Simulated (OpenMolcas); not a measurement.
## GaBH3ClO (SMILES O[B](Cl)[GaH2]): methods side by side

GaBH3ClO has 7 atoms, charge 0, and is taken as a singlet. As SMILES, `O[B](Cl)[GaH2]`. Geometry: relaxed at PBE0-D4/def2-TZVP. This is one conformer, not always the lowest.

```xyz
7

O    -0.8455   -1.2291    0.9271
B    -0.0319   -0.6649    0.0179
Cl    0.8990   -1.7362   -1.0705
Ga    0.2024    1.4062   -0.1908
H    -0.8509   -2.1943    0.9059
H    -0.6913    2.2325   -1.1861
H     1.3180    2.1859    0.5965
```

Each level gives the dipole moment (D). The values are calculated.

| level | kind | program | value (D) |
| --- | --- | --- | --- |
| HF/6-31G* (spherical functions) | Hartree–Fock | OpenMolcas | 1.43 |
| SVWN5/6-31G* (spherical functions) | LDA | OpenMolcas | 1.74 |
| BLYP/6-31G* (spherical functions) | GGA | OpenMolcas | 1.76 |
| PBE/6-31G* (spherical functions) | GGA | OpenMolcas | 1.73 |
| M06-L/6-31G* (spherical functions) | meta-GGA | OpenMolcas | 1.64 |
| r2SCAN/6-31G* (spherical functions) | meta-GGA | OpenMolcas | 1.65 |
| B3LYP/6-31G* (spherical functions) | global hybrid | OpenMolcas | 1.65 |
| M06-2X/6-31G* (spherical functions) | hybrid meta-GGA | OpenMolcas | 1.56 |

All-electron rows without a relativistic Hamiltonian named are non-relativistic. The values span 1.43 to 1.76 D. Magnitudes only.
